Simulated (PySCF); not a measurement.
**Ionisation energy of Eu by level of theory**

Eu [Xe] 4f7 6s2 (8S) → Eu⁺ [Xe] 4f7 6s1 (9S), as a difference of total energies. Calculation: PySCF 2.14, in cc-pwCVTZ-X2C (12s11p9d7f4g1h, 186 functions); the spin-free X2C one-electron Hamiltonian (Gaussian nucleus). The calculations carry no spin-orbit coupling.

```
method  ionisation energy (eV)
   UHF                   4.631
 B97-3                   5.738
   M06                   6.008
```

For comparison: 5.670 eV (measured; NIST Atomic Spectra Database, ionization energies).
